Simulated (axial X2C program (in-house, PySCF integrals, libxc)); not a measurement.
Potential curves of AsBr⁻, 2c

Computed with an in-house relativistic program for diatomic molecules. Two-component (2c) means X2C with spin–orbit coupling and atomic mean-field two-electron Coulomb and Gaunt terms. Basis: Br dyall-acv3z [9s10p7d5f1g], As dyall-acv3z [10s10p7d5f1g] (cores contracted in-house); Gaussian nuclei, density fitting, unrestricted open shells. Masses: Br 78.918 u, As 74.922 u.

State: Ω = 3/2 (⟨Sz⟩ = 0.50, ⟨Lz⟩ = 1.00 at PBE0). Energies in eV from the fragments at the same level (Br- + As). Fits are polynomials in 1 − R0/R over 0.85 to 1.23 times the lowest point R0.

```
 R (Å)     PBE0   PBEsol
2.2195  -0.4439  -0.8538
2.2927  -0.6032  -1.0032
2.3658  -0.6835  -1.0751
2.4390  -0.7052  -1.0895
2.5244  -0.6774  -1.0541
2.6097  -0.6101  -0.9799
2.7195  -0.4888  -0.8498
```

One determinant describes the state; a PBE0 search over occupations chose it and may have missed a lower one. De is counted from the lowest determinant-based energies of the atoms at the same level, without counterpoise correction. Density functionals use the spin component along the axis (collinear). The functionals have no current-density term, which raises determinants with orbital currents, atoms included. The atomic limit has a lower orbital projection than the molecule and lies lower at mean-field level, so De may be about a tenth of an eV too small. The highest occupied level of some functionals is positive through self-interaction error; at Hartree–Fock it is bound.

Problem. What are Re, ωe and De at the PBE0 level?

Solution. At PBE0, 2c: Re = 2.436 Å, ωe ≈ 239 cm⁻¹, De = 0.71 eV to Br- + As; Be follows as 0.0739 cm⁻¹.

Problem. Fit the PBEsol curve near its minimum: give the equilibrium distance, the harmonic wavenumber and the well depth.

Solution. At PBEsol, 2c: Re = 2.424 Å, ωe ≈ 243 cm⁻¹, De = 1.09 eV to Br- + As; Be follows as 0.0746 cm⁻¹.
